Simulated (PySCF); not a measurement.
Polarisability and C₆ of Mn⁺ (manganese, charge +1)

[Ar] 3d5 4s1, high-spin 7S determinant. All numbers are calculated (PySCF 2.14, the non-relativistic Hamiltonian (point nucleus), in def2-QZVPPD (11s6p5d4f2g, 100 functions)). Coupled (time-dependent) response in atomic units; α is the mean over directions.

```
method  mean α (bohr³)  C₆ (like pair)  S(−4)
  PBE0           30.87           162.0  804.9
 M06-L           33.00           181.7  873.8
```

S(−4) is the Cauchy moment in α(ω) = α(0) + S(−4) ω² + …

α(iu) at PBE0:

| u (hartree) | α(iu) (bohr³) |
| --- | --- |
| 0 | 30.87 |
| 0.0500 | 29.00 |
| 0.100 | 24.68 |
| 0.200 | 16.14 |
| 0.300 | 10.94 |
| 0.500 | 6.217 |
| 0.750 | 3.946 |
| 1.00 | 2.875 |
| 1.50 | 1.829 |
| 2.00 | 1.300 |
| 3.00 | 0.7663 |
| 5.00 | 0.3609 |

For an ion, C₆ is the dispersion term alone; charge-induced terms of lower order in 1/R come first.
